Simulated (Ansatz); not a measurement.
The cluster Li8S4, relaxed as a singlet with RKS PBE0-D4/def2-SVP in Ansatz, starting from the GFN1-xTB geometry. Force threshold 0.02 eV/Å.

Another isomer (singlet) lies 2.92 eV lower at PBE0-D4/def2-TZVP; other spin states weren't run for this one.

Start:

Cartesian coordinates in Å:
```
Li 0.345 2.818 1.658
Li -0.524 -2.849 -0.505
Li 0.013 -1.722 -2.473
Li 1.253 4.895 -1.707
Li 0.409 1.443 -0.848
Li -0.494 0.819 5.091
Li -0.860 -5.809 -2.645
Li -0.198 0.007 1.547
S 0.738 3.529 -0.344
S -0.464 -3.864 -2.456
S -0.157 1.401 3.210
S -0.061 -0.670 -0.527
```

| step | energy (eV) | largest force component (eV/Å) | SCF passes |
| --- | --- | --- | --- |
| 1 | -44959.0123 | 0.840 | 16 |
| 2 | -44959.2398 | 0.356 | 18 |
| 3 | -44959.3022 | 0.204 | 19 |
| 4 (rejected) | -44959.2957 | 0.227 | 19 |
| 5 (rejected) | -44959.2999 | 0.229 | 19 |
| 6 | -44959.3025 | 0.081 | 20 |
| 7 | -44959.3065 | 0.062 | 14 |
| 8 (rejected) | -44959.2928 | 0.169 | 19 |
| 9 | -44959.3176 | 0.030 | 19 |
| 10 | -44959.3272 | 0.047 | 19 |
| 11 | -44959.3447 | 0.105 | 19 |
| 13 | -44959.4060 | 0.475 | 19 |
| 15 | -44959.4534 | 0.205 | 19 |
| 17 | -44959.5208 | 0.086 | 19 |
| 19 | -44959.5982 | 0.194 | 18 |
| 21 | -44959.6437 | 0.412 | 19 |
| 23 | -44959.6570 | 0.124 | 19 |
| 25 | -44959.6647 | 0.120 | 19 |
| 27 | -44959.6744 | 0.035 | 19 |
| 29 (rejected) | -44959.6759 | 0.238 | 19 |
| 31 (rejected) | -44959.6770 | 0.341 | 19 |
| 33 (rejected) | -44959.6810 | 0.172 | 20 |
| 35 | -44959.6822 | 0.008 | 14 |
| 37 (rejected) | -44959.6822 | 0.042 | 20 |
| 39 | -44959.6829 | 0.007 | 13 |

Force components are those of the run's own axes.

End:

```xyz
12

Li    0.468    2.964    1.785
Li   -1.596   -2.302   -1.291
Li    0.822   -2.224   -1.910
Li    1.471    4.512   -1.390
Li   -0.374    1.419   -0.900
Li   -0.747    1.242    4.729
Li   -0.485   -5.766   -2.460
Li    0.510   -0.242    1.671
S    -0.083    3.586   -0.320
S    -0.643   -3.707   -2.784
S     0.793    1.306    3.298
S    -0.136   -0.788   -0.428
```

By distances, no bond broke or formed. The bond that changes most is Li1–S11, from 2.16 to 2.27 Å (atoms count from 1).

The force fell under the threshold at step 28, but the optimiser went on and released 0.004 eV more. No frequencies were taken in this run, so the end may be a saddle point.

It took 3.4 min on 4 threads of Intel Xeon Platinum 8259CL on a shared host.
